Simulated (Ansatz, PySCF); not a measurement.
Gas-phase reaction (SMILES): FC(F)(F)F -> F[C](F)F + F atom; the C-F bond at the site shown breaks (other sites are not compared here).

Geometries: B3LYP-D3(BJ)/def2-TZVP minima from Ansatz (a quantum-chemistry and plane-wave program). Valence correlation only, unless marked. UHF or UKS for open shells. Spin-orbit coupling is left out. Non-relativistic. CBS(X,Y): correlation extrapolated as X^-3; Hartree-Fock from the larger set. The bracket is a focal-point correction in the basis named. Thermal terms are rigid-rotor harmonic-oscillator values from B3LYP-D3(BJ) frequencies (PySCF) at 298.15 K and 1 atm. 1 Eh = 627.5095 kcal/mol. Atoms have translation alone.

```json
[
 {"species": "FC(F)(F)F", "E, RI-MP2/CBS(aug-cc-pVTZ,aug-cc-pVQZ)+[CCSD(T)-MP2]/aug-cc-pVTZ (Ansatz) (Eh)": "-437.22343", "E, PBE0-D4/def2-TZVPD (Ansatz + dftd4) (Eh)": "-437.27668", "H - E (Eh)": "0.02168"},
 {"species": "F[C](F)F", "E, RI-MP2/CBS(aug-cc-pVTZ,aug-cc-pVQZ)+[CCSD(T)-MP2]/aug-cc-pVTZ (Ansatz) (Eh)": "-337.34354", "E, PBE0-D4/def2-TZVPD (Ansatz + dftd4) (Eh)": "-337.39577", "H - E (Eh)": "0.01637"},
 {"species": "F atom", "E, RI-MP2/CBS(aug-cc-pVTZ,aug-cc-pVQZ)+[CCSD(T)-MP2]/aug-cc-pVTZ (Ansatz) (Eh)": "-99.66721", "E, PBE0-D4/def2-TZVPD (Ansatz + dftd4) (Eh)": "-99.67703", "H - E (Eh)": "0.00236"}
]
```

Task: Work out ΔE and ΔH at 298.15 K at the first level, then ΔH at the second.

Result: 
1. ΔE = [(-337.34354) + (-99.66721)] - [(-437.22343)] = 0.21268 Eh = 133.5 kcal/mol at RI-MP2/CBS(aug-cc-pVTZ,aug-cc-pVQZ)+[CCSD(T)-MP2]/aug-cc-pVTZ.
2. The terms H - E add up to -0.00295 Eh, so ΔH = (0.21268 + (-0.00295))×627.5095 = 131.6 kcal/mol.
3. At PBE0-D4/def2-TZVPD the same steps give ΔE = 127.9 and ΔH = 126.1 kcal/mol, a shift of -5.5 from the first level.
4. Tabulated enthalpies of formation (FC(F)(F)F -223.1 kcal/mol, ATcT 1.112; F[C](F)F -111.9 kcal/mol, ATcT 1.112; F atom 19.0 kcal/mol, ATcT 1.112) give ΔH = 130.2, so the errors are +1.4 and -4.1 kcal/mol; the tables hold anharmonic motion, scalar relativity, spin-orbit effects, which both levels lack, and core correlation, which the frozen-core level lacks.
